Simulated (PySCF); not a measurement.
Si(H)(F) cation (FHSi), SMILES F[SiH] (connectivity only; charge and spin as stated), charge +1, multiplicity 2. Geometry: PBE-D3(BJ)/def2-TZVPD. The spin state was assumed, not searched. The isomer is the one that the SMILES or the coordinates give; other isomers of the formula were not compared.

The numbers are results of PBE-D3(BJ)/def2-TZVPD (PySCF 2.14.0), not measurements.

Harmonic wavenumbers (cm⁻¹): 623, 975, 1860. Rotational constants (GHz): 271.0, 17.31, 16.27; symmetry number 1.

**Question.** Work out the zero-point energy and the ideal-gas rigid-rotor harmonic-oscillator thermochemistry at 298.15 K and 1 atm.

**Answer.** ZPE = ½ Σ hcν = ½ × 3457 cm⁻¹ = 4.94 kcal/mol. H − E(el) = 7.43 kcal/mol. Entropy in cal/(mol K): translation 37.54, rotation 18.98, vibration 0.52, spin 1.38, total 58.41. G − E(el) = -9.98 kcal/mol. Cp = 9.36 cal/(mol K).
